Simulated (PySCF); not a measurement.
A structure optimised at PBE0-D3(BJ)/def2-TZVP, used in a PySCF frequency run:

```
Ge
H 1 1.5327
H 1 1.5363 2 110.64
H 1 1.5363 2 110.64 3 121.96
S 1 2.2239 2 104.90 4 119.02
H 5 1.3429 1 94.52 2 -180.00
```
Charge 0, spin multiplicity 1.

Problem. Write its SMILES, formula and point group.

Solution. [SH][GeH3], GeH4S, Cs

Problem. What are its rotational constants (standard atomic weights)?

Solution. 62.056, 4.2087, 4.1475 GHz
